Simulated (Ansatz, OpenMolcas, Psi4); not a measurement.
## GeSiNH7 (SMILES [SiH3][NH][GeH3]): methods side by side

The species is GeSiNH7 (10 atoms), meant as a singlet with charge 0. SMILES: `[SiH3][NH][GeH3]`. The shape is that of a PBE0-D4/def2-TZVP optimisation.

```xyz
10

Si   -1.1468    0.5222   -0.9456
N     0.4614    0.3191   -0.3757
Ge    1.0201   -0.6758    1.0662
H    -1.9237   -0.6685   -0.5129
H    -1.1602    0.6272   -2.4305
H    -1.8355    1.7358   -0.4161
H     1.1591    0.9529   -0.7365
H    -0.0189   -1.7874    1.2624
H     1.1199    0.1804    2.3456
H     2.4078   -1.2572    0.7459
```

Quantity: the HOMO–LUMO gap, in eV. The values are calculated.

| level | kind | program | value (eV) | CPU time |
| --- | --- | --- | --- | --- |
| HF/def2-SVP | Hartree–Fock | OpenMolcas | 14.17 | 17 s |
| SVWN5/def2-SVP | LDA | Ansatz | 5.14 | 5.3 s |
| PBE/def2-SVP | GGA | Ansatz | 5.32 | 7.9 s |
| BHLYP/def2-SVP | global hybrid | Ansatz | 9.74 | 11 s |
| PBE0/def2-SVP | global hybrid | OpenMolcas | 7.57 | 64 s |
| wB97M-V/def2-SVP | range-separated hybrid | Ansatz | 11.65 | 92 s |
| wB97X-D/def2-SVP (density fitting) | range-separated hybrid | Psi4 | 11.25 | 6.2 s |
| B2PLYP/def2-SVP | double hybrid | OpenMolcas | 10.00 | 40 s |

All-electron rows without a relativistic Hamiltonian named are non-relativistic. The values span 5.14 to 14.17 eV. Orbital gaps aren't excitation energies, and those of double hybrids come from the SCF part alone; they tend to grow with the share of exact exchange. CPU times are rough (shared hosts, several kinds of processor): they show what a rung costs within a factor of a few.
